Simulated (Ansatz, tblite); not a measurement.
Isomers of SrO₂⁻ (doublet), found by a short tight-binding search and relaxed with PBE0-D4/def2-TZVPD in Ansatz.

In the def2 sets Sr takes a core potential; there is no spin–orbit coupling. The xTB rows come from tblite. Correlated methods freeze 2 core orbitals; core or outer-core shells of Sr are correlated, in sets that lack core-valence functions.

Run but left out: HF/def2-TZVPPD, MP2/def2-TZVPPD, CCSD/def2-TZVPPD, CCSD(T)/def2-TZVPPD (flagged by the program: lower state).

A: At PBE-D4/def2-TZVPD, r2SCAN-D4/def2-TZVPD the highest occupied level of the charge -1 doublet lies above zero (up to 0.46 eV). It is a level of β spin, whose loss leaves a triplet; that state wasn't run at this geometry and level. The electron is either unbound and held by the finite basis, or the level is raised by self-interaction error. B: At PBE-D4/def2-TZVPD, r2SCAN-D4/def2-TZVPD, PBE0-D4/def2-TZVPD the highest occupied level of the charge -1 doublet lies above zero (up to 1.19 eV). By energy differences its removal costs 0.91 eV (vertical, to the charge 0 singlet, at PBE-D4/def2-TZVPD); a positive level beside a positive removal energy at the same level points to self-interaction error. It holds 1 O–O bond.

Other spin states were run for one of them alone.

A:

```xyz
3

Sr    0.0007    0.0023   -0.0127
O     0.0743    2.0712    0.3922
O    -0.0749   -2.0735   -0.3795
```

B:

```xyz
3

Sr    1.1749    0.0069    0.6677
O    -0.2750   -0.3972   -0.8796
O    -0.8999    0.3904    0.2119
```

Q: Estimate their order by electronic energy at PBE-QIDH/def2-TZVPD, counted from the lowest.

A: B (0.0) < A (8.1), in kcal/mol.

Q: Do the other levels pick the same lowest one?

A: Not GFN1-xTB, PBE-D4/def2-TZVPD, r2SCAN-D4/def2-TZVPD. Energies above each level's lowest (kcal/mol):

| level | A | B |
| --- | --- | --- |
| GFN1-xTB | 0.0 | 39.4 |
| GFN2-xTB | 30.1 | 0.0 |
| PBE-D4/def2-TZVPD | 0.0 | 6.9 |
| r2SCAN-D4/def2-TZVPD | 0.0 | 6.8 |
| PBE0-D4/def2-TZVPD | 0.9 | 0.0 |
| ωB97M-V/def2-TZVPD | 2.5 | 0.0 |
| PBE-QIDH/def2-TZVPD | 8.1 | 0.0 |
Point groups (tolerance 0.1 Å): A D∞h, B C2v. Lower isomers may exist.
